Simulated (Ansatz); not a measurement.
Calculated with Ansatz (gas phase, PBE0-D4/def2-TZVP geometries, no zero-point term in ΔE). CCSD(T)/CBS adds triple-zeta CCSD(T) − MP2 to the extrapolated MP2 energy (def2 sets, frozen cores). This one scheme is used for every species. def2 core potentials past Kr. For Sn outer-core shells are correlated without core-valence functions, which leaves a few kJ/mol of doubt a bond. One conformer a species, not always the lowest.

`CC1=CC1` + `C[O][Sn]([CH3])([F])[SH]` → `C[O][Sn]([CH3])([F])[S]C` + `C1=CC1`  (substitution at a C–C bond)

```tsv
level	ΔE (kJ/mol)
CCSD/def2-TZVPP	43.6
HF/CBS(def2)	48.6
```

Question: What does CCSD(T)/CBS give? (An estimate is asked.)

Answer: The calculation gave: +38.4 kJ/mol. The listed levels differ from it by 5.2, 10.2 kJ/mol.

Largest T1 diagnostic among the species: 0.013.

In def2-TZVPP, CCSD(T) changes the Hartree–Fock value by −7.0 kJ/mol (the triples alone add −1.8 kJ/mol) and MP2 by −6.1 kJ/mol. The D4 term adds −4.8 kJ/mol with B3LYP and −2.8 kJ/mol with PBE0; it sums over pairs of atoms, weighted by their polarisabilities, and B3LYP, whose exchange is more repulsive, gets the larger term.

B3LYP here is the variant with VWN-RPA as its local correlation; programs differ in this.
